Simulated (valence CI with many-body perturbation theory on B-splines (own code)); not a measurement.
**E1 line list for Hf LXVI**

Computed by configuration interaction combined with many-body perturbation theory (CI+MBPT): five valence electrons over a frozen Dirac-Fock core [He], radial functions for each j: 9 s, 9 p, 8 d, 6 f, 3 g, 1 h, with the one-electron correlation potential Σ1, the two-electron term Σ2, the three-electron term Σ3, Breit, model QED; selected CI, second order for the rest (own B-spline code, finite nucleus).

No measured spectrum was set against this ion. As an estimate, large intervals hold to a few tenths of a per cent, small ones and those within an open d or f shell to about a per cent. Among the levels kept, up to 1100 cm⁻¹ of a level comes from second order outside the variational space, and about a tenth of that is noise between levels of different J, which matters for small intervals.

Lines 151 to 200 of 260 in falling wavelength, among levels below 85063 × 10³ cm⁻¹, chosen from the strongest by gf and those to the six lowest levels. Wavelengths and rates use the calculated energies. Electric multipoles are in the length gauge, E1 and E2 with the static RPA response of the core. Weak lines are less certain than strong ones. Lines between different terms over intervals too small for the method are left out, as are lines whose strength nearly cancels. The highest levels of a list are the least certain.

Levels are named by their leading jj configuration (3d3/2^4 stands for four electrons in 3d with j = 3/2), which in mixed levels can hold well under half, so a name can repeat and another be missing. Letters in brackets count levels of one name in rising energy.

| λ vac (Å) | Upper | Lower | A (s⁻¹) | S (a.u.) |
| --- | --- | --- | --- | --- |
| 1.488 | (2s 2p1/2^2 2p3/2 3s) J=3/2 [a] | (2s 2p1/2^2 2p3/2^2) J=5/2 | 1.49e+14 | 9.72e-04 |
| 1.486 | (2s^2 2p1/2 2p3/2 3s) J=5/2 | (2s^2 2p1/2 2p3/2^2) J=5/2 | 9.36e+13 | 9.10e-04 |
| 1.485 | (2s^2 2p1/2 2p3/2 3s) J=3/2 [a] | (2s^2 2p1/2 2p3/2^2) J=3/2 | 8.27e+13 | 5.35e-04 |
| 1.485 | (2s^2 2p1/2 2p3/2 3s) J=3/2 [b] | (2s^2 2p1/2 2p3/2^2) J=5/2 | 1.41e+14 | 9.11e-04 |
| 1.484 | (2s^2 2p1/2 2p3/2 3s) J=1/2 | (2s^2 2p1/2 2p3/2^2) J=3/2 | 1.66e+14 | 5.34e-04 |
| 1.482 | (2s^2 2p1/2 2p3/2 3s) J=5/2 | (2s^2 2p1/2 2p3/2^2) J=3/2 | 6.59e+12 | 6.35e-05 |
| 1.481 | (2s^2 2p1/2 2p3/2 3s) J=3/2 [b] | (2s^2 2p1/2 2p3/2^2) J=3/2 | 2.62e+13 | 1.68e-04 |
| 1.479 | (2s^2 2p1/2 2p3/2 3p3/2) J=1/2 [a] | (2s 2p1/2^2 2p3/2^2) J=1/2 | 2.80e+12 | 8.93e-06 |
| 1.478 | (2s^2 2p1/2 2p3/2 3p3/2) J=3/2 [a] | (2s 2p1/2^2 2p3/2^2) J=1/2 | 5.29e+10 | 3.37e-07 |
| 1.475 | (2s 2p1/2^2 2p3/2 3s) J=3/2 [b] | (2s 2p1/2^2 2p3/2^2) J=5/2 | 1.47e+13 | 9.30e-05 |
| 1.473 | (2s^2 2p1/2 2p3/2 3p3/2) J=3/2 [b] | (2s 2p1/2^2 2p3/2^2) J=1/2 | 5.82e+11 | 3.67e-06 |
| 1.462 | (2s^2 2p1/2 2p3/2 3p3/2) J=5/2 [a] | (2s 2p1/2^2 2p3/2^2) J=5/2 | 1.51e+12 | 1.40e-05 |
| 1.460 | (2s^2 2p1/2 2p3/2 3p3/2) J=3/2 [a] | (2s 2p1/2^2 2p3/2^2) J=5/2 | 3.65e+11 | 2.24e-06 |
| 1.459 | (2s^2 2p1/2 2p3/2 3p3/2) J=7/2 | (2s 2p1/2^2 2p3/2^2) J=5/2 | 1.90e+10 | 2.33e-07 |
| 1.455 | (2s^2 2p1/2 2p3/2 3p3/2) J=3/2 [b] | (2s 2p1/2^2 2p3/2^2) J=5/2 | 1.36e+12 | 8.29e-06 |
| 1.454 | (2s^2 2p1/2 2p3/2 3p3/2) J=5/2 [b] | (2s 2p1/2^2 2p3/2^2) J=5/2 | 2.53e+10 | 2.30e-07 |
| 1.429 | (2s 2p1/2^2 2p3/2 3p1/2) J=3/2 [a] | (2s^2 2p1/2 2p3/2^2) J=1/2 | 1.01e+11 | 5.83e-07 |
| 1.421 | (2s 2p1/2^2 2p3/2 3p1/2) J=3/2 [a] | (2s^2 2p1/2 2p3/2^2) J=5/2 | 2.87e+10 | 1.62e-07 |
| 1.421 | (2s 2p1/2^2 2p3/2 3p1/2) J=5/2 | (2s^2 2p1/2 2p3/2^2) J=5/2 | 9.52e+10 | 8.09e-07 |
| 1.417 | (2s 2p1/2^2 2p3/2 3p1/2) J=3/2 [a] | (2s^2 2p1/2 2p3/2^2) J=3/2 | 1.09e+12 | 6.15e-06 |
| 1.416 | (2s 2p1/2^2 2p3/2 3p1/2) J=1/2 | (2s^2 2p1/2 2p3/2^2) J=1/2 | 4.64e+11 | 1.30e-06 |
| 1.415 | (2s 2p1/2^2 2p3/2 3p1/2) J=3/2 [b] | (2s^2 2p1/2 2p3/2^2) J=1/2 | 9.76e+10 | 5.46e-07 |
| 1.413 | (2s 2p1/2^2 2p3/2 3d3/2) J=3/2 [a] | (2s 2p1/2^2 2p3/2^2) J=1/2 | 7.40e+13 | 4.12e-04 |
| 1.412 | (2s 2p1/2^2 2p3/2 3d3/2) J=1/2 [a] | (2s 2p1/2^2 2p3/2^2) J=3/2 | 8.35e+13 | 2.32e-04 |
| 1.412 | (2s 2p1/2^2 2p3/2 3d3/2) J=1/2 [a] | (2s 2p1/2^2 2p3/2^2) J=1/2 | 3.89e+13 | 1.08e-04 |
| 1.407 | (2s 2p1/2^2 2p3/2 3p1/2) J=3/2 [b] | (2s^2 2p1/2 2p3/2^2) J=5/2 | 9.61e+11 | 5.29e-06 |
| 1.404 | (2s 2p1/2^2 2p3/2 3p1/2) J=1/2 | (2s^2 2p1/2 2p3/2^2) J=3/2 | 6.74e+10 | 1.84e-07 |
| 1.404 | (2s 2p1/2^2 2p3/2 3p1/2) J=3/2 [b] | (2s^2 2p1/2 2p3/2^2) J=3/2 | 2.76e+10 | 1.51e-07 |
| 1.402 | (2s^2 2p1/2 2p3/2 3d3/2) J=3/2 [a] | (2s^2 2p1/2 2p3/2^2) J=1/2 | 5.01e+13 | 2.73e-04 |
| 1.402 | (2s^2 2p1/2 2p3/2 3d3/2) J=1/2 [a] | (2s^2 2p1/2 2p3/2^2) J=1/2 | 6.52e+13 | 1.77e-04 |
| 1.400 | (2s 2p1/2^2 2p3/2 3d3/2) J=3/2 [b] | (2s 2p1/2^2 2p3/2^2) J=1/2 | 3.97e+11 | 2.15e-06 |
| 1.398 | (2s 2p1/2^2 2p3/2 3d3/2) J=1/2 [b] | (2s 2p1/2^2 2p3/2^2) J=3/2 | 1.04e+14 | 2.81e-04 |
| 1.398 | (2s 2p1/2^2 2p3/2 3d3/2) J=1/2 [b] | (2s 2p1/2^2 2p3/2^2) J=1/2 | 2.08e+14 | 5.59e-04 |
| 1.397 | (2s 2p1/2^2 2p3/2 3d3/2) J=5/2 [a] | (2s 2p1/2^2 2p3/2^2) J=5/2 | 1.17e+14 | 9.45e-04 |
| 1.396 | (2s 2p1/2^2 2p3/2 3d3/2) J=3/2 [a] | (2s 2p1/2^2 2p3/2^2) J=5/2 | 2.07e+14 | 1.12e-03 |
| 1.396 | (2s^2 2p1/2 2p3/2 3d3/2) J=3/2 [b] | (2s^2 2p1/2 2p3/2^2) J=1/2 | 6.78e+13 | 3.64e-04 |
| 1.396 | (2s 2p1/2^2 2p3/2 3d3/2) J=7/2 | (2s 2p1/2^2 2p3/2^2) J=5/2 | 1.31e+13 | 1.41e-04 |
| 1.396 | (2s 2p1/2^2 2p3/2 3d5/2) J=5/2 | (2s 2p1/2^2 2p3/2^2) J=3/2 | 1.45e+14 | 1.17e-03 |
| 1.395 | (2s^2 2p1/2 2p3/2 3d3/2) J=1/2 [b] | (2s^2 2p1/2 2p3/2^2) J=1/2 | 5.21e+13 | 1.40e-04 |
| 1.395 | (2s^2 2p1/2 2p3/2 3d3/2) J=3/2 [a] | (2s^2 2p1/2 2p3/2^2) J=5/2 | 4.63e+13 | 2.48e-04 |
| 1.394 | (2s^2 2p1/2 2p3/2 3d3/2) J=5/2 [a] | (2s^2 2p1/2 2p3/2^2) J=5/2 | 9.70e+13 | 7.79e-04 |
| 1.394 | (2s^2 2p1/2^2 3d3/2) J=3/2 | (2s^2 2p1/2^2 2p3/2) J=3/2 | 2.30e+14 | 1.23e-03 |
| 1.392 | (2s^2 2p1/2 2p3/2 3d3/2) J=7/2 | (2s^2 2p1/2 2p3/2^2) J=5/2 | 2.48e+13 | 2.64e-04 |
| 1.391 | (2s^2 2p1/2 2p3/2 3d3/2) J=3/2 [a] | (2s^2 2p1/2 2p3/2^2) J=3/2 | 1.25e+14 | 6.64e-04 |
| 1.391 | (2s^2 2p1/2 2p3/2 3d3/2) J=5/2 [a] | (2s^2 2p1/2 2p3/2^2) J=3/2 | 1.77e+11 | 1.41e-06 |
| 1.390 | (2s^2 2p1/2 2p3/2 3d3/2) J=1/2 [a] | (2s^2 2p1/2 2p3/2^2) J=3/2 | 1.29e+14 | 3.43e-04 |
| 1.389 | (2s^2 2p1/2 2p3/2 3d3/2) J=5/2 [b] | (2s^2 2p1/2 2p3/2^2) J=5/2 | 2.07e+13 | 1.65e-04 |
| 1.388 | (2s^2 2p1/2 2p3/2 3d3/2) J=3/2 [b] | (2s^2 2p1/2 2p3/2^2) J=5/2 | 1.81e+14 | 9.56e-04 |
| 1.386 | (2s^2 2p1/2 2p3/2 3d3/2) J=5/2 [b] | (2s^2 2p1/2 2p3/2^2) J=3/2 | 1.79e+13 | 1.41e-04 |
| 1.386 | (2s^2 2p1/2 2p3/2 3d5/2) J=3/2 [a] | (2s^2 2p1/2 2p3/2^2) J=1/2 | 7.94e+13 | 4.17e-04 |
